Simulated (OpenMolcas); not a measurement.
OpenMolcas run: Cl³⁺

Input:

```
&GATEWAY
Coord
1

Cl 0.0 0.0 0.0
Basis=ANO-RCC-VTZP
Group=XYZ
NoMove
AngMom=0.0 0.0 0.0
AMFI
RX2C
&SEWARD
* reference wave functions (RASSCF and RASSI steps not shown): 4 electrons in 9 orbitals (RAS2 3s 3p; RAS3 3d, at most 2 electrons)
>>> COPY JOB001 $Project.JobIph
&CASPT2
XMultistate=3 1 2 3
Frozen=2 3
IPEA=0.0
Shift=0.05
MaxIter=60
WThr=0.0 0.3 0.05
PrWF=0.5
NoMix
>>> COPY JOB002 $Project.JobIph
&CASPT2
XMultistate=6 1 2 3 4 5 6
Frozen=2 3
IPEA=0.0
Shift=0.05
MaxIter=60
WThr=0.0 0.3 0.05
PrWF=0.5
NoMix
>>> COPY JOB003 $Project.JobIph
&CASPT2
Multistate=1 1
Frozen=2 3
IPEA=0.0
Shift=0.05
MaxIter=60
WThr=0.0 0.3 0.05
PrWF=0.5
NoMix
...
```

Launched by
```bash
OMP_NUM_THREADS=1 MOLCAS_MEM=2252 MOLCAS_PROJECT=a pymolcas a.inp > a.log  # once for each step of the input, in one work folder
```

Output, cut to the results:

```
--- CASPT2 ---
Orbital specifications:
      -----------------------

      Symmetry species                           1   2
                                                ag  au
      Frozen orbitals                            2   3
      Inactive orbitals                          0   0
      Active orbitals                            6   3
      Secondary orbitals                         7  13
      Deleted orbitals                           0   0
      Number of basis functions                 15  19
Type of calculation                        XMS-CASPT2
      Fock operator                              state-average
      IPEA shift                                 0.00
      Real shift                                 0.05
      Imaginary shift                            0.00
      The input orbitals will be transformed to quasi-canonical
      The input states will be rotated to diagonalize the Fock operator
Reference energy:        -458.2825937009
      E2 (Non-variational):      -0.0151824418
      Shift correction:          -0.0001911669
      E2 (Variational):          -0.0153736087
      Total energy:            -458.2979673096
      Residual norm:              0.0000006967
      Reference weight:           0.99619
      Contributions to the CASPT2 correlation energy
      Active & Virtual Only:         -0.0151824418
      One Inactive Excited:           0.0000000000
      Two Inactive Excited:           0.0000000000
Reference energy:        -458.2825937009
      E2 (Non-variational):      -0.0151824418
      Shift correction:          -0.0001911669
      E2 (Variational):          -0.0153736087
      Total energy:            -458.2979673096
      Residual norm:              0.0000006967
      Reference weight:           0.99619
      Contributions to the CASPT2 correlation energy
      Active & Virtual Only:         -0.0151824418
      One Inactive Excited:           0.0000000000
      Two Inactive Excited:           0.0000000000
::    XMS-CASPT2 Root  1     Total energy:   -458.29796731
::    XMS-CASPT2 Root  2     Total energy:   -458.29796731
::    XMS-CASPT2 Root  3     Total energy:   -458.29796731
--- CASPT2 ---
Orbital specifications:
      -----------------------

      Symmetry species                           1   2
                                                ag  au
      Frozen orbitals                            2   3
      Inactive orbitals                          0   0
      Active orbitals                            6   3
      Secondary orbitals                         7  13
      Deleted orbitals                           0   0
      Number of basis functions                 15  19
Type of calculation                        XMS-CASPT2
      Fock operator                              state-average
      IPEA shift                                 0.00
      Real shift                                 0.05
      Imaginary shift                            0.00
      The input orbitals will be transformed to quasi-canonical
      The input states will be rotated to diagonalize the Fock operator
Reference energy:        -458.2126523594
      E2 (Non-variational):      -0.0245390293
      Shift correction:          -0.0003903560
      E2 (Variational):          -0.0249293853
      Total energy:            -458.2375817447
      Residual norm:              0.0000000768
      Reference weight:           0.99225
      Contributions to the CASPT2 correlation energy
      Active & Virtual Only:         -0.0245390293
      One Inactive Excited:           0.0000000000
      Two Inactive Excited:           0.0000000000
Reference energy:        -458.2126523594
      E2 (Non-variational):      -0.0245325255
      Shift correction:          -0.0003900985
      E2 (Variational):          -0.0249226240
      Total energy:            -458.2375749834
      Residual norm:              0.0000000755
      Reference weight:           0.99226
      Contributions to the CASPT2 correlation energy
      Active & Virtual Only:         -0.0245325255
      One Inactive Excited:           0.0000000000
      Two Inactive Excited:           0.0000000000
::    XMS-CASPT2 Root  1     Total energy:   -458.23758174
::    XMS-CASPT2 Root  2     Total energy:   -458.23758174
::    XMS-CASPT2 Root  3     Total energy:   -458.23758174
::    XMS-CASPT2 Root  4     Total energy:   -458.23757498
::    XMS-CASPT2 Root  5     Total energy:   -458.23757498
::    XMS-CASPT2 Root  6     Total energy:   -458.14910179
--- CASPT2 ---
Orbital specifications:
      -----------------------

      Symmetry species                           1   2
                                                ag  au
      Frozen orbitals                            2   3
      Inactive orbitals                          0   0
      Active orbitals                            6   3
      Secondary orbitals                         7  13
      Deleted orbitals                           0   0
      Number of basis functions                 15  19
Type of calculation                        SS-CASPT2
      Fock operator                              state-specific
      IPEA shift                                 0.00
      Real shift                                 0.05
      Imaginary shift                            0.00
      The input orbitals will be transformed to quasi-canonical
Reference energy:        -457.9756459731
      E2 (Non-variational):      -0.0078057042
      Shift correction:          -0.0001024721
      E2 (Variational):          -0.0079081763
      Total energy:            -457.9835541494
      Residual norm:              0.0000004880
      Reference weight:           0.99795
      Contributions to the CASPT2 correlation energy
      Active & Virtual Only:         -0.0078057042
      One Inactive Excited:           0.0000000000
      Two Inactive Excited:           0.0000000000
::    CASPT2 Root  1     Total energy:   -457.98355415
--- CASPT2 ---
Orbital specifications:
      -----------------------

...
```

In XMS-CASPT2 the single-state energies belong to rotated reference states; over a whole degenerate manifold the rotation is arbitrary, and only the multistate roots count.

Levels above the lowest, from the spin-orbit matrix with the multistate effective Hamiltonian, averaged by term, added to it:

```csv
Configuration,Term,J,E (cm⁻¹),Measured (cm⁻¹),g,Term weight %
3s² 3p²,³P,0,0.0,0.0,,100
3s² 3p²,³P,1,448,491,1.501,100
3s² 3p²,³P,2,1238,1341,1.500,100
3s² 3p²,¹D,2,14134,13766,1.001,100
3s² 3p²,¹S,0,33567,32550,,100
3s 3p³,⁵S°,2,69849,,2.002,100
3s 3p³,³D°,1,103002,,0.500,100
3s 3p³,³D°,2,103021,,1.168,100
3s 3p³,³D°,3,103081,,1.334,100
3s 3p³,³P°,2,121056,120256,1.500,100
3s 3p³,³P°,1,121079,120274,1.500,100
3s 3p³,³P°,0,121085,,,100
3s 3p³,¹D°,2,133553,,1.001,100
```

Against the 6 measured excited levels shown (Moore, Atomic Energy Levels, vol. I, NSRDS-NBS 35 (1971 reprint of NBS Circular 467, 1949)) the mean absolute deviation is 520 cm-1; the largest miss in energy is 3s² 3p² ¹S₀: computed 33567, measured 32550 cm⁻¹ (+3.1 %), and the largest in proportion 3s² 3p² ³P₁ (-8.9 %).

Configurations are named by rounded mean occupations; where the s occupation lies near a half they are strongly mixed, a name can repeat and a true partner stay unpaired. Some terms take much of their weight from 3d, a shell meant for correlation, so their names are nominal. Some terms mix strongly with configurations of 3d, whose occupation reaches 0.52 (3s 3p³ ³D°, 3s 3p³ ³P°, 3s 3p³ ¹D°). Measured partners are found by configuration, term and J. A level has none where our copy of the source lacks it or the pairing is in doubt (some pairs that miss far off the trend of their configuration count as doubtful), and it then counts in no deviation. Only configurations of the active space appear. The first state left out of the spin-orbit step lies near 180000 cm-1 above the lowest spin-free state of the reference (among the parities and spins computed), and the list stops at four fifths of that energy or lower.

The CASPT2 steps took 8.3 s on 1 thread of AMD EPYC 7R13 Processor (Zen 3), on a shared host; the integral step is not counted.

The term weight is that of the spin-free term in the level, not the purity of its configuration. ° marks odd parity.
